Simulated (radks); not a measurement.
Results of a calculation; reference values are marked as such.
Q: The mean radii <r> (bohr) of the occupied orbitals of an atom or ion are listed with their occupations. Level of theory: Dirac Kohn-Sham, exchange-only PBE, spin-unpolarised, spherical densities, finite nucleus; Fermi nuclear charge, rms radius of each element as measured or else 0.836 A^(1/3) + 0.57 fm (a radial shooting solver on a logarithmic mesh with Libxc functionals).

orbital  occ.      <r>
1s1/2       2  0.03428
2s1/2       2   0.1489
2p1/2       2   0.1268
2p3/2       4   0.1314
3s1/2       2   0.3997
3p1/2       2   0.3899
3p3/2       4   0.3990
3d3/2       4   0.3656
3d5/2       3   0.3684

Name the element and its charge. Open shells, if any, fill j = l - 1/2 first.

A: Z = 43, technetium, charge +18: Tc18+ in [Ar] 3d7. The 1s radius gives Z: for a bare nucleus <r> = (2 gamma + 1)/(2Z) with gamma = sqrt(1 - (Z/c)^2), 0.03371 bohr for Z = 43, and screening makes it slightly larger (0.03428 here). The occupations add up to 25, and the charge is Z minus that.
